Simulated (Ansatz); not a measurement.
Basis-set series for C7H3F5, SMILES `Cc1c(F)c(F)c(F)c(F)c1F`. Total charge 0; spin multiplicity 1. Geometry: relaxed with PBE0-D4/def2-TZVP.

Z-matrix (Å, degrees):
```
C
C 1 1.495
H 1 1.093 2 110.9
H 1 1.089 2 110.7 3 -119.5
H 1 1.089 2 110.7 3 119.5
C 2 1.387 1 121.7 3 -90.0
C 2 1.387 1 121.7 3 89.5
C 6 1.384 2 122.4 1 179.8
F 6 1.331 2 119.6 1 -0.4
C 7 1.384 2 122.4 1 -179.8
F 7 1.331 2 119.6 1 0.4
F 8 1.325 6 120.6 2 179.9
C 8 1.385 6 119.4 2 -0.2
F 10 1.325 7 120.6 2 -179.9
F 13 1.323 8 120.2 6 -179.9
```

```
functional       basis  functions  energy (Eh)  HOMO (eV)  LUMO (eV)
   PBE0-D4  def2-TZVPP        414   -767.27567      -7.48      -0.73
   PBE0-D4  def2-QZVPP        774   -767.31420      -7.51      -0.76
   ωB97M-V  def2-TZVPP        414   -767.84493      -9.58       1.33
   ωB97M-V  def2-QZVPP        774   -767.88087      -9.62       1.20
```

Question: Give the rows for def2-SVP. (Best estimate.)

Answer: The calculation gave: 
| functional | basis | functions | energy (Eh) | HOMO (eV) | LUMO (eV) |
| --- | --- | --- | --- | --- | --- |
| PBE0-D4 | def2-SVP | 183 | -766.37922 | -7.46 | -0.69 |
| ωB97M-V | def2-SVP | 183 | -766.92732 | -9.52 | 1.40 |

Positive LUMOs are unbound and depend on the basis.

All numbers were calculated with Ansatz.
